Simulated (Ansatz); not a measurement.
C$_{2}$H$_{7}$GaGe (`[GeH3][CH]1[CH2][GaH]1`), relaxed with RKS PBE-D4/def2-SVP in the Gaussian-basis code of Ansatz from a rough embedded geometry. The force threshold is 0.03 eV/Å; the program also tests the step.

Total charge 0; spin multiplicity 1.

Start:

```xyz
11

Ge   -0.727    0.079    1.236
C     0.605    0.171   -0.104
C    -0.039    0.363   -1.430
Ga    2.043   -0.730   -1.145
H    -0.041   -0.161    2.665
H    -1.560    1.403    1.342
H    -1.723   -1.103    0.989
H     1.267    0.994    0.075
H    -0.732    1.305   -1.460
H    -0.643   -0.510   -1.746
H     1.551   -1.811   -0.423
```

```json
{"step": "1", "energy (eV)": "-111044.0050", "largest force (eV/Å)": "3.580", "largest move (Å)": "0.000"}
{"step": "2", "energy (eV)": "-111045.2622", "largest force (eV/Å)": "1.974", "largest move (Å)": "0.199"}
{"step": "3", "energy (eV)": "-111046.0861", "largest force (eV/Å)": "1.419", "largest move (Å)": "0.195"}
{"step": "4", "energy (eV)": "-111046.6682", "largest force (eV/Å)": "0.987", "largest move (Å)": "0.195"}
{"step": "5", "energy (eV)": "-111047.0950", "largest force (eV/Å)": "0.887", "largest move (Å)": "0.199"}
{"step": "6", "energy (eV)": "-111047.3389", "largest force (eV/Å)": "0.686", "largest move (Å)": "0.200"}
{"step": "7", "energy (eV)": "-111047.5253", "largest force (eV/Å)": "0.825", "largest move (Å)": "0.200"}
{"step": "8", "energy (eV)": "-111047.6506", "largest force (eV/Å)": "0.367", "largest move (Å)": "0.200"}
{"step": "9", "energy (eV)": "-111047.7340", "largest force (eV/Å)": "0.244", "largest move (Å)": "0.195"}
{"step": "10", "energy (eV)": "-111047.7713", "largest force (eV/Å)": "0.177", "largest move (Å)": "0.197"}
{"step": "11", "energy (eV)": "-111047.7794", "largest force (eV/Å)": "0.106", "largest move (Å)": "0.071"}
{"step": "12", "energy (eV)": "-111047.7873", "largest force (eV/Å)": "0.135", "largest move (Å)": "0.115"}
{"step": "13", "energy (eV)": "-111047.7908", "largest force (eV/Å)": "0.114", "largest move (Å)": "0.133"}
{"step": "14 (rejected)", "energy (eV)": "-111047.7817", "largest force (eV/Å)": "0.108", "largest move (Å)": "0.139"}
{"step": "15", "energy (eV)": "-111047.7948", "largest force (eV/Å)": "0.041", "largest move (Å)": "0.068"}
{"step": "16", "energy (eV)": "-111047.7958", "largest force (eV/Å)": "0.028", "largest move (Å)": "0.040"}
{"step": "17", "energy (eV)": "-111047.7965", "largest force (eV/Å)": "0.033", "largest move (Å)": "0.030"}
{"step": "18", "energy (eV)": "-111047.7975", "largest force (eV/Å)": "0.038", "largest move (Å)": "0.071"}
{"step": "19", "energy (eV)": "-111047.7999", "largest force (eV/Å)": "0.192", "largest move (Å)": "0.192"}
{"step": "20", "energy (eV)": "-111047.8034", "largest force (eV/Å)": "0.365", "largest move (Å)": "0.195"}
{"step": "21", "energy (eV)": "-111047.8178", "largest force (eV/Å)": "0.166", "largest move (Å)": "0.062"}
{"step": "22 (rejected)", "energy (eV)": "-111047.8084", "largest force (eV/Å)": "0.239", "largest move (Å)": "0.118"}
{"step": "23", "energy (eV)": "-111047.8241", "largest force (eV/Å)": "0.096", "largest move (Å)": "0.058"}
{"step": "24 (rejected)", "energy (eV)": "-111047.8229", "largest force (eV/Å)": "0.077", "largest move (Å)": "0.069"}
{"step": "25", "energy (eV)": "-111047.8256", "largest force (eV/Å)": "0.046", "largest move (Å)": "0.025"}
{"step": "26", "energy (eV)": "-111047.8257", "largest force (eV/Å)": "0.035", "largest move (Å)": "0.005"}
{"step": "27", "energy (eV)": "-111047.8258", "largest force (eV/Å)": "0.019", "largest move (Å)": "0.004"}
```

End:

```xyz
11

Ge   -0.599   -0.027    1.316
C     0.415    0.798   -0.109
C    -0.067    0.616   -1.402
Ga    0.551   -1.606   -0.987
H     0.114   -0.119    2.681
H    -2.040    0.537    1.453
H    -0.831   -1.482    0.638
H     1.431    1.185    0.066
H     0.502    0.965   -2.282
H    -1.136    0.420   -1.591
H     1.660   -1.286    0.217
```

Hardware: 4 threads of a server CPU on a shared host. Wall time 49 s, peak host memory 0.2 GiB.
